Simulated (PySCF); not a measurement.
## Dipole polarisabilities along group 11, charge +2

Calculated with PySCF 2.14 for the ground configurations, without spin-orbit coupling: coupled response for Hartree-Fock and DFT. Mean α in bohr³, C₆ of like pairs in atomic units.

```tsv
species	α UHF	α PBE	α PBE0	C₆ UHF	C₆ PBE	C₆ PBE0
Cu²⁺ [Ar] 3d9 (x2c-TZVPPall with one added diffuse shell each of s, p, d, f type, spin-free X2C)	2.522	3.311	3.038	6.721	9.164	8.310
Ag²⁺ [Kr] 4d9 (x2c-TZVPPall with one added diffuse shell each of s, p, d, f type, spin-free X2C)	5.466	6.229	5.951	27.75	32.10	30.51
Au²⁺ [Xe] 4f14 5d9 (x2c-TZVPPall with one added diffuse shell each of s, p, d, f type, spin-free X2C)	8.099	9.076	8.712	52.28	59.53	56.87
```
